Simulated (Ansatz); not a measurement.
Cost and result for the atomization energy of C2H7BFN, SMILES `CC(N)BF` (12 atoms, 11 bonds).

```xyz
12

C    -0.211    0.232    1.330
C     0.103   -0.269   -0.077
N     1.355    0.294   -0.552
B    -1.084   -0.049   -1.068
F    -0.844    0.300   -2.324
H    -1.149   -0.188    1.701
H     0.582   -0.052    2.028
H    -0.286    1.321    1.340
H     0.123   -1.382   -0.014
H     1.490    0.131   -1.540
H     2.148   -0.093   -0.058
H    -2.229   -0.245   -0.765
```

The species carries charge 0 and has multiplicity 1. All single points use the PBE0-D4/def2-TZVP geometry. It is one conformer, not always the lowest. Program: Ansatz. All runs use 4 threads of an Arm Neoverse V1 on a shared host. Times are those of one run each, without the atoms' runs, and a repeat can differ threefold. Electronic energies, without spin–orbit coupling; frozen cores. CCSD(T)/CBS adds CCSD(T) − MP2 in def2-TZVPP to the MP2 limit, and its time is that of the two runs behind it. T1 = 0.011. B3LYP takes the VWN-RPA correlation (the form of Gaussian; ORCA's B3LYP/G).

CCSD(T)/CBS is a level of theory with its own doubt, some kJ/mol a heavy atom from the limit and from the frozen cores, so smaller differences don't rank the functionals.

```csv
level,functions,wall time,atomization (kJ/mol),difference from CCSD(T)/CBS,per bond
PBE-D4/def2-TZVPP (with forces),253,2.3 s,4745.7,109.6,10.0
PBE0-D4/def2-TZVPP,253,2.5 s,4665.7,29.6,2.7
B3LYP-D4/def2-TZVPP (with forces),253,3.9 s,4658.6,22.5,2.0
r2SCAN-D4/def2-TZVPP (with forces),253,4.3 s,4650.8,14.7,1.3
B2PLYP/def2-TZVPP,253,4.8 s,4609.7,-26.4,-2.4
ωB97X-V/def2-TZVPP,253,7 s,4655.3,19.2,1.7
ωB97M-V/def2-TZVPP (with forces),253,9.5 s,4665.3,29.2,2.7
MP2/def2-QZVPP,495,23 s,4664.8,28.7,2.6
CCSD(T)/def2-TZVPP,253,2.6 min,4524.2,-111.9,-10.2
CCSD(T)/CBS(def2),–,2.9 min,4636.1,0.0,0.0
```

The D4 term adds +30.5 kJ/mol with B3LYP and +15.9 kJ/mol with PBE0; it sums over pairs of atoms, weighted by their polarisabilities, and B3LYP, whose exchange is more repulsive, gets the larger term. In def2-TZVPP, CCSD(T) changes the Hartree–Fock value by +1088.2 kJ/mol (the triples alone add +59.7 kJ/mol) and MP2 by +1162.5 kJ/mol; breaking electron pairs costs correlation energy, which Hartree–Fock lacks. From PBE to PBE0 (25 % exact exchange), in def2-TZVPP and without D4, the atomization energy moves by −76.8 kJ/mol: exact exchange takes away binding that semilocal exchange gives to molecules.
